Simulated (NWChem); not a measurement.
System: CH7BSi; SMILES CB[SiH3]

NWChem input:

```
start job
memory heap 200 mb stack 900 mb global 1100 mb
geometry units angstroms noautosym nocenter noautoz
  B     -0.603869    -0.649507     0.020677
  H     -1.818514    -0.783961    -0.016862
  C      0.287959    -1.926218     0.045230
  H     -0.163222    -2.804109     0.550630
  H      1.342762    -1.792901     0.354554
  H      0.317138    -2.204230    -1.041758
  Si     0.104218     1.248613    -0.021352
  H     -0.239430     1.897783     1.302123
  H     -0.557636     2.082236    -1.092241
  H      1.599008     1.359469    -0.199111
end
basis spherical
  B library def2-svp
  H library def2-svp
  C library def2-svp
  Si library def2-svp
end
dft
  xc b3lyp
  iterations 150
  mulliken
end
task dft energy
esp
  recalculate
  probe 0.07
  range 0.3
  factor 1.0
  spacing 0.02
end
task esp
```

Excerpt of the output:

```
             Northwest Computational Chemistry Package (NWChem) 7.3.0
             --------------------------------------------------------

                             Geometry "geometry" -> ""
                             -------------------------

 Output coordinates in angstroms (scale by  1.889725989 to convert to a.u.)

  No.       Tag          Charge          X              Y              Z
 ---- ---------------- ---------- -------------- -------------- --------------
    1 B                    5.0000    -0.60386900    -0.64950700     0.02067700
    2 H                    1.0000    -1.81851400    -0.78396100    -0.01686200
    3 C                    6.0000     0.28795900    -1.92621800     0.04523000
    4 H                    1.0000    -0.16322200    -2.80410900     0.55063000
    5 H                    1.0000     1.34276200    -1.79290100     0.35455400
    6 H                    1.0000     0.31713800    -2.20423000    -1.04175800
    7 Si                  14.0000     0.10421800     1.24861300    -0.02135200
    8 H                    1.0000    -0.23943000     1.89778300     1.30212300
    9 H                    1.0000    -0.55763600     2.08223600    -1.09224100
   10 H                    1.0000     1.59900800     1.35946900    -0.19911100

 Effective nuclear repulsion energy (a.u.)      90.3137958202

                                 NWChem DFT Module
                                 -----------------

 Summary of "ao basis" -> "ao basis" (spherical)
 ------------------------------------------------------------------------------
       Tag                 Description            Shells   Functions and Types
 ---------------- ------------------------------  ------  ---------------------
 B                          def2-svp                 6       14   3s2p1d
 H                          def2-svp                 3        5   2s1p
 C                          def2-svp                 6       14   3s2p1d
 Si                         def2-svp                 8       18   4s3p1d

            General Information
            -------------------
          SCF calculation type: DFT
          Wavefunction type:  closed shell.
          No. of atoms     :    10
          No. of electrons :    32
           Alpha electrons :    16
            Beta electrons :    16
          Charge           :     0
          Spin multiplicity:     1
          Use of symmetry is: off; symmetry adaption is: off
          Maximum number of iterations: 150
          AO basis - number of functions:    81
                     number of shells:    41
          Convergence on energy requested:  1.00D-06
          Convergence on density requested:  1.00D-05
          Convergence on gradient requested:  5.00D-04

              XC Information
              --------------
                         B3LYP Method XC Potential
                     Hartree-Fock (Exact) Exchange  0.200
                        Slater Exchange Functional  0.800 local
                    Becke 1988 Exchange Functional  0.720 non-local
              Lee-Yang-Parr Correlation Functional  0.810
                  VWN I RPA Correlation Functional  0.190 local

             Grid Information
             ----------------
          Grid used for XC integration:  medium
          Radial quadrature: Mura-Knowles
          Angular quadrature: Lebedev.
          Tag              B.-S. Rad. Rad. Pts. Rad. Cut. Ang. Pts.
          ---              ---------- --------- --------- ---------
          B                   0.85       49           9.0       434
          H                   0.35       45          12.0       434
          C                   0.70       49          11.0       434
          Si                  1.10       88          11.0       590
          Grid pruning is: on
          Number of quadrature shells:   501
          Spatial weights used:  Erf1

      Superposition of Atomic Density Guess
      -------------------------------------

 Sum of atomic energies:        -354.36230259

      Non-variational initial energy
      ------------------------------

[...]

                     NWChem Electrostatic Potential Fit Module
                     -----------------------------------------

 Atom parameters

 Number of atoms is                                   10
 Number of basis functions is                         81

 Grid parameters

 Maximum number of grid points is                  44344
 Number of grid points is                          44343
 Grid range                                     0.300000 nm
 Grid spacing                                   0.020000 nm
 Probe radius                                   0.070000 nm
 Atom radius factor                             1.000000

 Atomic radii

    1    0.100000
    5    0.158000
    6    0.147000
   14    0.187000
 FASTESP  F
  using M.O. file = ./job.movecs

    Atom              Coordinates                           Charge

                                                  ESP

    1 B    -0.060387   -0.064951    0.002068    0.303229
    2 H    -0.181851   -0.078396   -0.001686   -0.153086
    3 C     0.028796   -0.192622    0.004523   -0.222845
    4 H    -0.016322   -0.280411    0.055063    0.047116
    5 H     0.134276   -0.179290    0.035455    0.034858
    6 H     0.031714   -0.220423   -0.104176    0.074899
    7 Si    0.010422    0.124861   -0.002135    0.186999
    8 H    -0.023943    0.189778    0.130212   -0.086802
    9 H    -0.055764    0.208224   -0.109224   -0.091422
   10 H     0.159901    0.135947   -0.019911   -0.092946
                                            ------------
                                               -0.000000

 Dipole moment                                  0.493206

 Quadrupole moment Qxx                         -1.227116
                   Qyy                         -2.212984
                   Qzz                          3.440100

 RMS deviation kJ/mol                           0.056931

 RRMS %                                        50.425180
```

Level: B3LYP/def2-SVP. Structure relaxed at the PBE-D3(BJ)/def2-SVP level.
